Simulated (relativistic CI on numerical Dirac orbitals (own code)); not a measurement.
**Rh³⁺: M2,3 absorption edge**

Computed with this model: Dirac-Coulomb-Breit CI, KLI orbitals optimised for each configuration, a model potential for QED, valence Slater integrals scaled by 0.8, multiplet model of core-to-valence dipole absorption; configurations [Kr] 4d6 → [Ne] 3s2 3p5 3d10 4s2 4p6 4d7; 300 K; Lorentzian 2 eV and Gaussian 0.4 eV FWHM. Energies are those of the free ion, without screening or charge transfer. The branching ratio is the share of the lower-energy edge in the whole absorption, uncertain by about 0.02 where the edges overlap. S is read from ⟨S²⟩ = S(S + 1).

Field parameters in Wybourne normalisation: D3d B²₀ = −7Dσ, B⁴₀ = −14Dq − 21Dτ, B⁴₃ = −14√(10/7) Dq. The field is a parameter set, without covalency.

Computed curve for D3d, 10Dq = 25150, Dσ = -1200, Dτ = 220 cm⁻¹, scaled to 100 at the maximum (points under 2 are left out and the grid is thinned):

| Energy (eV) | Intensity |
| --- | --- |
| 495.25 | 2.1 |
| 495.75 | 2.4 |
| 496.00 | 2.6 |
| 496.50 | 3.0 |
| 496.75 | 3.3 |
| 497.25 | 4.0 |
| 497.50 | 4.4 |
| 498.00 | 5.4 |
| 498.50 | 6.7 |
| 498.75 | 7.6 |
| 499.25 | 10.0 |
| 499.50 | 11.6 |
| 500.00 | 16.3 |
| 500.25 | 19.6 |
| 500.75 | 29.8 |
| 501.25 | 47.4 |
| 501.50 | 59.7 |
| 502.00 | 87.2 |
| 502.25 | 97.3 |
| 502.75 | 93.7 |
| 503.25 | 65.7 |
| 503.50 | 52.1 |
| 504.00 | 32.7 |
| 504.25 | 26.4 |
| 504.75 | 18.1 |
| 505.00 | 15.4 |
| 505.50 | 11.6 |
| 506.00 | 9.0 |
| 506.25 | 8.0 |
| 506.75 | 6.4 |
| 507.00 | 5.7 |
| 507.50 | 4.7 |
| 507.75 | 4.3 |
| 508.25 | 3.6 |
| 508.75 | 3.1 |
| 509.00 | 2.8 |
| 509.50 | 2.5 |
| 509.75 | 2.3 |
| 510.25 | 2.0 |
| 523.75 | 2.2 |
| 524.25 | 2.7 |
| 524.75 | 3.5 |
| 525.00 | 4.1 |
| 525.50 | 5.7 |
| 525.75 | 6.9 |
| 526.25 | 10.6 |
| 526.75 | 17.1 |
| 527.00 | 21.6 |
| 527.50 | 29.7 |
| 527.75 | 30.6 |
| 528.25 | 24.0 |
| 528.50 | 19.3 |
| 529.00 | 12.0 |
| 529.50 | 7.8 |
| 529.75 | 6.4 |
| 530.25 | 4.5 |
| 530.50 | 3.9 |
| 531.00 | 3.0 |
| 531.25 | 2.6 |
| 531.75 | 2.1 |

The ground state has S = 0.06, and the centroid lies at 508.20 eV.
